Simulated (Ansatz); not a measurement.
Consider the redistribution: `OB[Si](F)([SiH3])Cl` + `CO[SiH](C)F` → `CO[SiH](C)[SiH3]` + `OB[Si](F)(F)Cl`.

Isolated molecules relaxed with PBE0-D4/def2-TZVP in Ansatz; ΔE leaves out vibrations. CCSD(T)/CBS adds triple-zeta CCSD(T) − MP2 to the extrapolated MP2 energy (def2 sets, frozen cores). Functionals use def2-TZVPP. One conformer a species, not always the lowest.

```json
{"level": "r2SCAN", "ΔE (kJ/mol)": "12.3"}
{"level": "PBE0", "ΔE (kJ/mol)": "12.3"}
{"level": "SCS-MP2/def2-TZVPP", "ΔE (kJ/mol)": "11.0"}
{"level": "MP2/def2-QZVPP", "ΔE (kJ/mol)": "11.6"}
```

Q: What does CCSD(T)/CBS give? (Best estimate.)

A: Ansatz gave: +12.5 kJ/mol. The listed levels differ from it by -0.2, -0.2, -1.5, -0.9 kJ/mol.

Largest T1 diagnostic among the species: 0.013.

In def2-TZVPP, CCSD(T) changes the Hartree–Fock value by −4.4 kJ/mol (the triples alone add −0.5 kJ/mol) and MP2 by −4.2 kJ/mol.
